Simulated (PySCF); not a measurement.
Worked example: oscillator strength and radiative lifetime

Sn(Cl)(SH)3 (ClH3S3Sn), SMILES [Cl][Sn]([SH])([SH])[SH].

Geometry: B3LYP-D3(BJ)/def2-SVP. The structure was generated by enumeration; whether it is a known compound was not checked. The def2 effective core potentials stand for the cores of Sn; spin–orbit coupling is left out. Other conformers were not sampled.

TDA-LC-ωPBE/def2-SVPD run with PySCF puts the first singlet state with f over 0.02 at 4.80 eV (vertical), with the transition dipole (-0.212, 0.038, -0.369) in atomic units.

Q: Find the oscillator strength, the wavelength and the radiative lifetime that this transition would have in vacuum if emission retraced absorption.

A: 
|μ|² = 0.1825 au, so |μ| = 1.09 D. ΔE = 4.80/27.211 = 0.1764 hartree. f = (2/3) ΔE |μ|² = 0.021 (the program prints 0.021).
λ = 1239.84/4.80 = 258 nm; ν = 38715 cm⁻¹.
Einstein's coefficient A = 0.6670 ν² f s⁻¹ (ν in cm⁻¹) = 2.1e7 s⁻¹, so τ = 1/A = 47 ns. This state is S1. The figure is the radiative limit of this one transition; relaxation, internal conversion, crossing to triplets and a medium change what is measured.
